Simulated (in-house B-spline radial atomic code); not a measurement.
Results of a calculation; reference values are marked as such.
## Sn ion on Ga atom: potential, deflection and energy transfer

The pair potential comes from two frozen, spherical free-atom densities (PBE, B-spline radial code, scalar-relativistic past argon): electrostatics plus the change in Thomas-Fermi kinetic and Dirac exchange energy where they overlap, the recipe behind the universal ZBL potential, which averages such potentials (from solid-state densities) over many pairs. It is written V = (Z1 Z2 e²/r) φ(r/a), with e² = 14.3996 eV·Å and a = 0.46850 Å/(Z1^0.23 + Z2^0.23); ZBL's fit is φ = 0.18175 e^(−3.1998x) + 0.50986 e^(−0.94229x) + 0.28022 e^(−0.4029x) + 0.02817 e^(−0.20162x). Where φ falls below 4e-4 it is continued as an exponential.

Masses 118.71 and 69.72 u.

| x = r/a | φ, this pair | φ, ZBL |
| --- | --- | --- |
| 0.1 | 0.8882 | 0.8928 |
| 0.25 | 0.764 | 0.7647 |
| 0.5 | 0.6136 | 0.6096 |
| 1 | 0.421 | 0.4164 |
| 1.5 | 0.3029 | 0.2995 |
| 2 | 0.2252 | 0.2218 |
| 3 | 0.1326 | 0.1292 |
| 4 | 0.08274 | 0.08026 |
| 5 | 0.05305 | 0.05224 |
| 6.5 | 0.02917 | 0.02914 |
| 8 | 0.0171 | 0.01705 |
| 10 | 0.008655 | 0.008778 |
| 12 | 0.004612 | 0.00474 |
| 14.5 | 0.002302 | 0.002328 |
| 17 | 0.001221 | 0.001212 |
| 20 | 0.0005817 | 0.0005882 |

Question: At x = 3 the electrostatic, kinetic and exchange parts are 2923.48, 7249.49 and -357.97 eV. Find r, V and φ.

Answer: a = 0.46850/(2.4590 + 2.2030) = 0.10049 Å, so r = 0.30148 Å. V = 2923.48 + 7249.49 + (-357.97) = 9815.00 eV. The bare repulsion is 50 × 31 × 14.3996/0.30148 = 74033 eV, so φ = 0.1326, +2.6 % against ZBL's 0.1292. The kinetic (Pauli) term is 74 % of V here.

Question: The ion comes in at 6.003 keV with impact parameter 0.5025 Å. The scattering integral gives a centre-of-mass angle of 53.61° and a closest approach of 6.599 a. What are the reduced energy, the energy passed on and the laboratory angles?

Answer: ε = E a M2/(Z1 Z2 e² (M1 + M2)) = 6003 × 1.6659e-06 = 0.01. The most that one collision can pass on is γE with γ = 4 M1 M2/(M1 + M2)² = 0.9324. Here T = γE sin²(θ/2) = 0.9324 × 6003 × 0.2034 = 1138 eV. The ion turns by arctan(sin θ/(cos θ + M1/M2)) = 19.3°, and the struck atom leaves at (180° − θ)/2 = 63.2°. The closest approach is 0.663 Å. With ZBL the angle would be 53.59° and T = 1137 eV.
